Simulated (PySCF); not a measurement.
Spin-rotation constants: `InChI=1S/C5H7BNP/c7-5-6-8-3-1-2-4-8/h1-4,8H,6H2`

Geometry:
```
atom   x (Å)   y (Å)   z (Å)
  N1   1.614   1.902  -1.433
  C2   1.855   1.003  -0.760
  B3   2.139  -0.213   0.160
  P4   0.319  -0.740   0.564
  C5  -0.781   0.517   1.215
  C6  -1.765   0.757   0.329
  C7  -1.761  -0.116  -0.823
  C8  -0.773  -1.029  -0.828
  H9   2.643   0.090   1.193
 H10   2.638  -1.129  -0.411
 H11   0.088  -1.835   1.390
 H12  -0.607   1.061   2.127
 H13  -2.516   1.522   0.447
 H14  -2.509  -0.025  -1.594
 H15  -0.590  -1.756  -1.599
```

Method used: GIAO CAM-B3LYP/pcSseg-1 magnetisability, rotational g tensor and spin-rotation constants, non-relativistic, gas phase in PySCF 2.14.0. Geometry: GFN2-xTB.

Task: Give the nuclear spin-rotation constants along the inertial axes (H = +C I·J) beside the isotropic shieldings.

Result: Rotational constants 2.6534, 1.5296, 1.3150 GHz. A star marks the isotopologue with that one atom substituted, in its own axes.
```tsv
atom	isotope	Caa (kHz)	Cbb (kHz)	Ccc (kHz)	mean (kHz)	σ (ppm)
N1	14N	0.645	0.038	0.336	0.340	-69.5
B3	11B	0.318	0.167	0.136	0.207	147.0
P4	31P	4.033	2.652	1.844	2.843	330.8
H9	1H	-0.197	-0.124	-0.028	-0.116	30.0
H10	1H	-0.198	-0.123	-0.028	-0.117	30.0
H11	1H	-0.194	0.045	-0.144	-0.098	26.3
H12	1H	-0.309	-0.164	0.136	-0.113	25.1
H13	1H	-0.173	-0.009	-0.042	-0.074	24.2
H14	1H	-0.174	-0.010	-0.040	-0.075	24.2
H15	1H	-0.309	-0.164	0.136	-0.112	25.1
C2	13C*	1.277	-0.005	0.620	0.630	54.8
C5	13C*	0.531	0.445	0.638	0.538	47.6
C6	13C*	0.636	0.485	0.677	0.599	25.7
```
For the geometry as given, no vibrational averaging.

Task: How do the rotational constants and the g tensor change when H9, H10, H11, H12, H13, H14, H15 are replaced by deuterium?

Result: Constants 2.2778, 1.3714, 1.1999 GHz; g -0.0156, -0.0113, -0.0248, against -0.0134, -0.0151, -0.0269 before.
